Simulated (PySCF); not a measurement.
## Spectroscopy problems

- coordinates at the GFN2-xTB level
- GIAO PBE0/pcSseg-1 shieldings
- run in PySCF 2.14.0 with density-fitted response routines
- non-relativistic, a single conformation, no solvent, rapidly exchanging positions averaged

Chemical shifts δ = σref − σ; ¹H, ¹³C against TMS, all at this level. Where no couplings were computed, multiplicities follow the n + 1 count of equivalent neighbours, and m marks all less simple cases (inequivalent or close neighbours, rings, F or P nearby). Shifts are as computed. Against solution values, carbons near 30 ppm lie about +3 ppm off and those near 130 ppm about +5 ppm. Of 1211 compounds with measured shifts, 218 miss one by over three times the rms of a fit or turn the order of signals round; such compounds aren't used in these exercises.

Q: C6H9N3. ¹H NMR (400 MHz, computed): δ 7.66 (m, 1H), 7.36 (m, 1H), 4.65 (m, 1H), 3.24 (m, 2H), 2.57 (m, 2H), 2.12 (m, 1H), 1.93 (m, 1H). ¹³C{¹H} NMR (computed): δ 136.2 (CH), 129.5 (CH), 54.0 (CH), 32.9 (CH2), 14.5 (CH2). What is it?

A: `c1cn(C2CCC2)nn1`. The formula gives 4 degrees of unsaturation (2 rings in the answer). 5 carbon signals for 6 carbons: some carbons are equivalent by symmetry or fast rotation. Carbon types of the structure: 3 × CH, 3 × CH2, which accounts for all hydrogens. δC 136.2, 129.5: aromatic CH next to a ring nitrogen. δC 54.0: sp3 CH bonded to N; pulled downfield by the heteroatom. δC 32.9, 14.5: sp3 CH2 in a ring; saturated and bonded to C and H only. δH 4.65: hydrogen on an sp3 CH bonded to N; its carbon carries N, which withdraws density.

The shifts were computed for this structure.

Q: C5H7N3O2. ¹H NMR (300 MHz, computed): δ 7.89 (s, 1H), 4.36 (s, 3H), 4.17 (s, 3H). ¹³C{¹H} NMR (computed): δ 167.6, 153.5, 149.1, 54.1, 40.3. What is it?

A: SMILES COC(=O)c1ncnn1C. The formula gives 4 degrees of unsaturation (1 ring in the answer). 5 carbon signals for 5 carbons: no two carbons are equivalent. Carbon types of the structure: 2 × C, 1 × CH, 2 × CH3, which accounts for all hydrogens. δC 167.6: ester carbonyl carbon; it is a carbonyl in resonance with an O or N lone pair, the region of acids, esters and amides. δC 153.5: aromatic CH between two ring heteroatoms. δC 149.1: substituted aromatic carbon next to a ring nitrogen. δH 7.89: hydrogen on an aromatic CH between two ring heteroatoms; the ring current deshields protons in the ring plane.

The shifts were computed for this structure.
